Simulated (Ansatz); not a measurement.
CH$_{4}$BFO at its PBE0-D4/def2-TZVP geometry, where that method's forces vanish. The species carries charge 0 and has multiplicity 1. The bonds changed during the relaxation, so this is another structure than the one it started from.

```tsv
atom	x (Å)	y (Å)	z (Å)
B1	-0.4758	-0.9974	0.3475
C2	0.3014	0.2301	-0.2295
O3	-0.2488	1.4485	0.2266
F4	-0.0616	-2.2060	-0.0053
H5	1.3622	0.1197	0.0544
H6	-1.4162	-0.9213	1.0842
H7	0.2852	0.1516	-1.3302
H8	0.2536	2.1749	-0.1477
```

(1) For each bond, give half the difference of the two atoms' forces along it (eV/Å; positive pushes the atoms apart) under PBE-D4, r2SCAN-D4, B3LYP-D4, ωB97M-V in def2-TZVPP. (An estimate is asked.)

Results:

(1) Computed: 
```
 bond  length (Å)  PBE-D4  r2SCAN-D4  B3LYP-D4  ωB97M-V
B1–C2       1.563   -0.19      -0.10     -0.06    -0.02
B1–F4       1.325    0.46       0.16      0.20     0.24
B1–H6       1.197    0.02      -0.06     -0.17    -0.21
C2–O3       1.413    0.30       0.31      0.36     0.32
C2–H5       1.104    0.12      -0.03     -0.10    -0.14
C2–H7       1.104    0.12      -0.03     -0.10    -0.14
O3–H8       0.959    0.38      -0.01     -0.05    -0.11
```

B3LYP here is the variant with VWN-RPA as its local correlation; programs differ in this.
